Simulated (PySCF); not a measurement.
HfO, SMILES [O]=[Hf], multiplicity 1. Coordinates come from a PBE0-D3(BJ)/def2-TZVPD optimisation. The spin state was assumed, not searched. The def2 effective core potentials stand for the cores of Hf; spin–orbit coupling is left out.

Computed with PBE0-D3(BJ)/def2-TZVPD (PySCF 2.14.0).

Harmonic wavenumbers (cm⁻¹): 997. Rotational constants (GHz): 11.61 (linear); symmetry number 1.

Problem. Work out the zero-point energy and the ideal-gas rigid-rotor harmonic-oscillator thermochemistry at 298.15 K and 1 atm.

Solution. ZPE = ½ Σ hcν = ½ × 997 cm⁻¹ = 5.96 kJ/mol. H − E(el) = 14.74 kJ/mol. Entropy in J/(mol K): translation 174.48, rotation 60.55, vibration 0.40, total 235.42. G − E(el) = -55.46 kJ/mol. Cp = 30.69 J/(mol K).
